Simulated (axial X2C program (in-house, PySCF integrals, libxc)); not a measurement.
# Outer orbitals of MgBr at 2.368 Å, BP86

Computed with an in-house relativistic program for diatomic molecules. Spin-free means the one-electron spin-free X2C Hamiltonian; two-component (2c) means X2C with spin–orbit coupling and atomic mean-field two-electron Coulomb and Gaunt terms, so the difference of the two also holds small scalar two-electron terms. Basis: Br dyall-cv3z [8s9p6d4f1g], Mg dyall-cv3z [9s8p6d3f] (cores contracted in-house); Gaussian nuclei, density fitting, unrestricted open shells. Masses: Br 78.918 u, Mg 23.985 u.

The distance is close to the 2c PBE0 minimum; the highest filled and lowest empty levels are listed.

Spin-free orbitals, state M_S = 1/2, Λ = 0 (beyond evenly filled blocks: σα) (Löwdin shares):

```tsv
symmetry	occupied	ε (eV)	atomic character
σα	yes	-18.85	83% Br s, 7% Mg p, 5% Mg d
σβ	yes	-18.78	83% Br s, 7% Mg p, 5% Mg d
σα	yes	-8.05	73% Br p, 20% Mg s, 3% Mg p
σβ	yes	-7.85	76% Br p, 15% Mg s, 5% Mg p
π-α	yes	-6.71	90% Br p, 5% Mg p, 4% Mg d
π+α	yes	-6.71	90% Br p, 5% Mg p, 4% Mg d
π-β	yes	-6.68	90% Br p, 5% Mg p, 4% Mg d
π+β	yes	-6.68	90% Br p, 5% Mg p, 4% Mg d
σα	yes	-5.00	61% Mg s, 26% Mg p, 11% Br p
σβ	no	-3.68	71% Mg s, 16% Mg p, 8% Br p
π-α	no	-1.84	90% Mg p, 4% Br p, 3% Mg d
π+α	no	-1.84	90% Mg p, 4% Br p, 3% Mg d
π-β	no	-1.03	92% Mg p, 5% Br p, 2% Br d
π+β	no	-1.03	92% Mg p, 5% Br p, 2% Br d
```

Spinors with spin–orbit coupling (state Ω = 1/2):

| ω | occupied | ε (eV) | atomic character | λ mixture |
| --- | --- | --- | --- | --- |
| 1/2 | yes | -18.86 | 83% Br s, 7% Mg p, 5% Mg d | 100% σ |
| -1/2 | yes | -18.79 | 83% Br s, 7% Mg p, 5% Mg d | 100% σ |
| 1/2 | yes | -8.08 | 74% Br p, 20% Mg s, 3% Mg p | 98% σ, 2% π |
| -1/2 | yes | -7.89 | 77% Br p, 14% Mg s, 5% Mg p | 97% σ, 3% π |
| -1/2 | yes | -6.83 | 89% Br p, 5% Mg p, 4% Mg d | 97% π, 3% σ |
| 1/2 | yes | -6.81 | 89% Br p, 5% Mg p, 4% Mg d | 98% π, 2% σ |
| 3/2 | yes | -6.58 | 89% Br p, 6% Mg p, 4% Mg d | 100% π |
| -3/2 | yes | -6.55 | 90% Br p, 5% Mg p, 4% Mg d | 100% π |
| 1/2 | yes | -5.00 | 61% Mg s, 26% Mg p, 11% Br p | 100% σ |
| -1/2 | no | -3.68 | 71% Mg s, 16% Mg p, 8% Br p | 100% σ |
| -1/2 | no | -1.85 | 91% Mg p, 4% Br p, 3% Mg d | 100% π |
| 3/2 | no | -1.83 | 90% Mg p, 4% Br p, 4% Mg d | 100% π |
| 1/2 | no | -1.04 | 92% Mg p, 4% Br p, 2% Br d | 100% π |

Mulliken charges and populations of the two-component result (they depend on the basis, above all on diffuse functions):

Br -0.41 e (s 7.97 p 17.42 d 10.01), Mg 0.41 e (s 5.07 p 6.42 d 0.08 f 0.01). ⟨Lz⟩ = 0.00 ħ and ⟨Sz⟩ = 0.50 ħ (0.04 and 0.46 on the two atoms), which add up to Ω.

The state is a single determinant with fixed occupations, the lowest that a limited PBE0 search found. Density functionals use the spin component along the axis (collinear).
